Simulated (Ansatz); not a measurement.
Two isomers of CH6GeOSi: A = `[GeH3][SiH]1CO1`, B = `[OH][GeH]1[CH2][SiH2]1`.

Gas-phase electronic energies from Ansatz, PBE0-D4/def2-TZVP geometries. CBS: MP2 limit from def2 TZ/QZ plus the TZ coupled-cluster correction, frozen cores. Functionals use def2-TZVPP. For Ge outer-core shells are correlated without core-valence functions, which leaves a few kJ/mol of doubt a bond. Scalar relativity is left out up to krypton. Each species was taken in one conformer, which may not be the lowest.

Task: Which isomer does CCSD(T)/CBS put lower? Give the gap. (An estimate is asked.)

Result: The calculation gave: B, by 22.4 kJ/mol.

Task: Give E(B) − E(A) in kJ/mol with MP2/def2-TZVPP, ωB97M-V, PBE0-D4, r2SCAN-D4, HF/def2-TZVPP, CCSD/def2-TZVPP, PBE-D4. (Estimate.)

Result: Ansatz gave: MP2/def2-TZVPP -26.7, ωB97M-V -15.6, PBE0-D4 -17.6, r2SCAN-D4 -14.7, HF/def2-TZVPP -11.8, CCSD/def2-TZVPP -18.8, PBE-D4 -13.4. None reverses the order clearly.

Largest T1 diagnostic: 0.014.

From PBE to PBE0 (25 % exact exchange), in def2-TZVPP and without D4, E(B) − E(A) moves by −4.4 kJ/mol. In def2-TZVPP, CCSD(T) changes the Hartree–Fock value by −8.1 kJ/mol (the triples alone add −1.1 kJ/mol) and MP2 by −14.8 kJ/mol.
